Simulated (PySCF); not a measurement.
**Ionisation energy of Ne²⁺ by level of theory**

Ne²⁺ [He] 2s2 2p4 [2p1/2^2 2p3/2^2, M_J = 2] → Ne³⁺ [He] 2s2 2p3 [2p1/2^2 2p3/2^1, M_J = 3/2], as a difference of total energies. Calculation: PySCF 2.14, in x2c-TZVPPall-2c (5s3p2d1f, 31 functions); the two-component X2C-1e Hamiltonian. Correlated levels: 1s2 frozen. "Screened" scales the spin-orbit matrix elements by Boettger's factors to mimic the two-electron term; Breit and QED terms are absent.

```json
{"method": "GHF (spin-free)", "ionisation energy (eV)": "61.735"}
{"method": "GMP2 (spin-free)", "ionisation energy (eV)": "62.994"}
{"method": "GHF (screened spin-orbit)", "ionisation energy (eV)": "61.775"}
{"method": "GMP2 (screened spin-orbit)", "ionisation energy (eV)": "63.034"}
```

Problem. How much does correlation contribute at GMP2 (screened spin-orbit)?

Solution. 63.034 − (61.775) = 1.259 eV, measured against GHF (screened spin-orbit).

Errors of the correlated levels include the incompleteness of this basis and the frozen core.

The labels give the starting determinants; with spin-orbit coupling the two ends relaxed to ⟨J²⟩ = 6.00, ⟨L²⟩ = 2.00, ⟨S²⟩ = 2.00 and ⟨J²⟩ = 3.75, ⟨L²⟩ = 0.00, ⟨S²⟩ = 3.75.

For comparison: 63.423 eV (measured; NIST Atomic Spectra Database, ionization energies).
